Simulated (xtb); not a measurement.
ClO₂W, charge +1, singlet, at a GFN2-xTB geometry (such geometries of metal compounds can be far from the true shape) (the multiplicity is a formal guess), atoms displaced at random by about 0.02 Å a coordinate; GFN1-xTB with ALPB(toluene) (xtb).

xtb was given this input:
```
$ xtb mol.xyz --gfn 1 --chrg 1 --opt --alpb toluene --json

# file mol.xyz
4

W      0.22025286    -0.01919801     0.20707700
O      1.45854623    -0.77142883    -0.55680174
O     -0.80025509    -1.07243066     1.14493035
Cl    -1.10386590     0.83839263    -1.30738071
```

Q: Predict the main parts of the log of this xtb run.

A: 
```
   ID    Z sym.   atoms
    1   74 W      1
    2    8 O      2, 3
    3   17 Cl     4

           -------------------------------------------------
          |                Calculation Setup                |
           -------------------------------------------------

           -------------------------------------------------
          |                 G F N 1 - x T B                 |
           -------------------------------------------------

      * Solvation model:               ALPB
        Solvent                        toluene
        Parameter file                 internal GFN1-xTB/ALPB
        Dielectric constant                2.3741E+00
        Reference state                gsolv [1 M gas/solution]
        Free energy shift                  3.5550E-03 Eh       2.2308E+00 kcal/mol
        Temperature                        2.9815E+02 K
        Density                            8.6700E-01 kg/L
        Solvent mass                       9.2140E+01 g/mol
        Interaction kernel             P16
        Born radius scaling (c1)           1.4996E+00
        Born radii integrator          GBOBC
        Born offset                        0.0000E+00 a0       0.0000E+00 AA
        H-bond correction              false
        Ion screening                  false
        Surface tension                    1.0000E-05 Eh       1.5569E+01 dyn/cm
        Grid points                               230 per atom

          ...................................................
          :                      SETUP                      :
          :.................................................:
          :  # basis functions                  28          :
          :  # atomic orbitals                  26          :
          :  # shells                           10          :
          :  # electrons                        24          :
          :  # halogen bonds                     2          :
          :  max. iterations                   250          :
          :  Hamiltonian                  GFN1-xTB          :
          :  restarted?                      false          :
          :  GBSA solvation                   true          :
          :  PC potential                    false          :
          :  electronic temp.          300.0000000     K    :
          :  accuracy                    1.0000000          :
          :  -> integral cutoff          0.2500000E+02      :
          :  -> integral neglect         0.1000000E-07      :
          :  -> SCF convergence          0.1000000E-05 Eh   :
          :  -> wf. convergence          0.2000000E-04 e    :
          :  Broyden damping             0.4000000          :
          :  net charge                          1          :
          :  unpaired electrons                  0          :
          ...................................................

 iter      E             dE          RMSdq      gap      omega  full diag
   1    -15.5229588 -0.155230E+02  0.136E+01    4.15       0.0  T
   2    -15.7023476 -0.179389E+00  0.499E+00    3.70       1.0  T
   3    -15.7034085 -0.106084E-02  0.277E+00    3.60       1.0  T
   4    -15.7024834  0.925021E-03  0.627E-01    3.47       1.0  T
   5    -15.7037212 -0.123775E-02  0.145E-01    3.53       1.0  T
   6    -15.7038001 -0.789033E-04  0.307E-02    3.54       1.6  T
   7    -15.7038022 -0.206543E-05  0.127E-02    3.54       3.9  T
   8    -15.7038025 -0.351856E-06  0.259E-03    3.54      19.3  T
   9    -15.7038025 -0.158327E-07  0.721E-05    3.54     693.3  T
  10    -15.7038025 -0.714984E-11  0.426E-05    3.54    1172.5  T

   *** convergence criteria satisfied after 10 iterations ***

         :::::::::::::::::::::::::::::::::::::::::::::::::::::
         ::                     SUMMARY                     ::
         :::::::::::::::::::::::::::::::::::::::::::::::::::::
         :: total energy             -15.607225828678 Eh    ::
         :: total w/o Gsasa/hb       -15.606416921796 Eh    ::
         :: gradient norm              0.144606294379 Eh/a0 ::
         :: HOMO-LUMO gap              3.538878975162 eV    ::
         ::.................................................::
         :: SCC energy               -15.703802523028 Eh    ::
         :: -> electrostatic           0.319481924339 Eh    ::
         :: -> Gsolv                  -0.066001165301 Eh    ::
         ::    -> Gelec               -0.065192258419 Eh    ::
         ::    -> Gsasa               -0.004363886976 Eh    ::
         ::    -> Ghb                  0.000000000000 Eh    ::
         ::    -> Gshift               0.003554980094 Eh    ::
         :: repulsion energy           0.097832954461 Eh    ::
         :: dispersion energy         -0.001256260111 Eh    ::
         :: halogen bond corr.         0.000000000000 Eh    ::
         :: add. restraining           0.000000000000 Eh    ::
         :: total charge               1.000000000000 e     ::
         :::::::::::::::::::::::::::::::::::::::::::::::::::::

      -----------------------------------------------------------
     |                   =====================                   |
     |                        A N C O P T                        |
     |                   =====================                   |
     |               Approximate Normal Coordinate               |
     |                Rational Function Optimizer                |
      -----------------------------------------------------------
      -----------------------------------------------------------
     |                   =====================                   |
     |                        A N C O P T                        |
     |                   =====================                   |
     |               Approximate Normal Coordinate               |
     |                Rational Function Optimizer                |
      -----------------------------------------------------------

          ...................................................
[...]
 * total energy  :   -15.6072258 Eh     change       -0.3817391E-11 Eh
 * total energy  :   -15.6140616 Eh     change       -0.6835797E-02 Eh
 * total energy  :   -15.6136547 Eh     change        0.4069278E-03 Eh
 * total energy  :   -15.6148021 Eh     change       -0.1147413E-02 Eh
 * total energy  :   -15.6146748 Eh     change        0.1272754E-03 Eh
 * total energy  :   -15.6148493 Eh     change       -0.1744631E-03 Eh
 * total energy  :   -15.6148243 Eh     change        0.2503672E-04 Eh
 * total energy  :   -15.6148638 Eh     change       -0.3949258E-04 Eh
 * total energy  :   -15.6148637 Eh     change        0.9367501E-07 Eh
 * total energy  :   -15.6148639 Eh     change       -0.2841471E-06 Eh
   *** GEOMETRY OPTIMIZATION CONVERGED AFTER 10 ITERATIONS ***
[...]
          :  electronic temp.          300.0000000     K    :
          :  accuracy                    1.0000000          :
          :  -> integral cutoff          0.2500000E+02      :
          :  -> integral neglect         0.1000000E-07      :
          :  -> SCF convergence          0.1000000E-05 Eh   :
          :  -> wf. convergence          0.2000000E-04 e    :
          :  Broyden damping             0.4000000          :
          :  net charge                          1          :
          :  unpaired electrons                  0          :
          ...................................................

 iter      E             dE          RMSdq      gap      omega  full diag
   1    -15.7131905 -0.157132E+02  0.665E-08    3.75       0.0  T
   2    -15.7131905  0.000000E+00  0.392E-08    3.75  100000.0  T
   3    -15.7131905 -0.177636E-14  0.102E-08    3.75  100000.0  T

   *** convergence criteria satisfied after 3 iterations ***

         :::::::::::::::::::::::::::::::::::::::::::::::::::::
         ::                     SUMMARY                     ::
         :::::::::::::::::::::::::::::::::::::::::::::::::::::
         :: total energy             -15.614863944242 Eh    ::
         :: total w/o Gsasa/hb       -15.614076120788 Eh    ::
         :: gradient norm              0.000031971922 Eh/a0 ::
         :: HOMO-LUMO gap              3.753664596599 eV    ::
         ::.................................................::
         :: SCC energy               -15.713190522754 Eh    ::
         :: -> electrostatic           0.316337713534 Eh    ::
         :: -> Gsolv                  -0.066920557641 Eh    ::
         ::    -> Gelec               -0.066132734187 Eh    ::
         ::    -> Gsasa               -0.004342803548 Eh    ::
         ::    -> Ghb                  0.000000000000 Eh    ::
         ::    -> Gshift               0.003554980094 Eh    ::
         :: repulsion energy           0.099586984784 Eh    ::
         :: dispersion energy         -0.001260406272 Eh    ::
         :: halogen bond corr.         0.000000000000 Eh    ::
         :: add. restraining           0.000000000000 Eh    ::
         :: total charge               1.000000000000 e     ::
         :::::::::::::::::::::::::::::::::::::::::::::::::::::

           -------------------------------------------------
          |                Property Printout                |
           -------------------------------------------------

    * Orbital Energies and Occupations

         #    Occupation            Energy/Eh            Energy/eV
      -------------------------------------------------------------
         1        2.0000           -1.0633281             -28.9346
         2        2.0000           -0.8489273             -23.1005
         3        2.0000           -0.8404938             -22.8710
         4        2.0000           -0.6629268             -18.0392
         5        2.0000           -0.6493305             -17.6692
         6        2.0000           -0.6448456             -17.5471
         7        2.0000           -0.6399538             -17.4140
         8        2.0000           -0.6331725             -17.2295
         9        2.0000           -0.6111609             -16.6305
        10        2.0000           -0.6057799             -16.4841
        11        2.0000           -0.5944255             -16.1751
        12        2.0000           -0.5862386             -15.9524 (HOMO)
        13                         -0.4482940             -12.1987 (LUMO)
        14                         -0.4057821             -11.0419
        15                         -0.3816618             -10.3855
        16                         -0.2985907              -8.1251
        17                         -0.2878386              -7.8325
        18                         -0.1906353              -5.1874
        19                         -0.1884344              -5.1276
        20                         -0.1763678              -4.7992
        21                         -0.1542036              -4.1961
        22                         -0.1306293              -3.5546
        23                         -0.1090131              -2.9664
       ...                                ...                  ...
        26                          0.5038634              13.7108
      -------------------------------------------------------------
                  HL-Gap            0.1379446 Eh            3.7537 eV
             Fermi-level           -0.5172663 Eh          -14.0755 eV

  Mulliken/CM5 charges         n(s)   n(p)   n(d)
     1W     2.43087  3.03195   0.304  0.674  2.591
     2O    -0.66196 -0.91285   1.743  4.919  0.000
     3O    -0.66196 -0.91285   1.743  4.919  0.000
     4Cl   -0.10695 -0.20625   1.881  5.238 -0.012

Wiberg/Mayer (AO) data.
largest (>0.10) Wiberg bond orders for each atom

 ---------------------------------------------------------------------------
     #   Z sym  total        # sym  WBO       # sym  WBO       # sym  WBO
 ---------------------------------------------------------------------------
     1  74 W    5.387 --     3 O    2.007     2 O    2.007     4 Cl   1.374
     2   8 O    2.174 --     1 W    2.007     3 O    0.101
     3   8 O    2.174 --     1 W    2.007     2 O    0.101
     4  17 Cl   1.505 --     1 W    1.374
 ---------------------------------------------------------------------------

Topologies differ in total number of bonds
Writing topology from bond orders to xtbtopo.mol

 dipole moment from electron density (au)
     X       Y       Z
   0.7817   3.7337   1.6275  total (Debye):   10.541

optimized geometry written to: xtbopt.xyz

           -------------------------------------------------
          | TOTAL ENERGY              -15.614863944242 Eh   |
          | GRADIENT NORM               0.000031971922 Eh/α |
          | HOMO-LUMO GAP               3.753664596599 eV   |
           -------------------------------------------------

normal termination of xtb
```
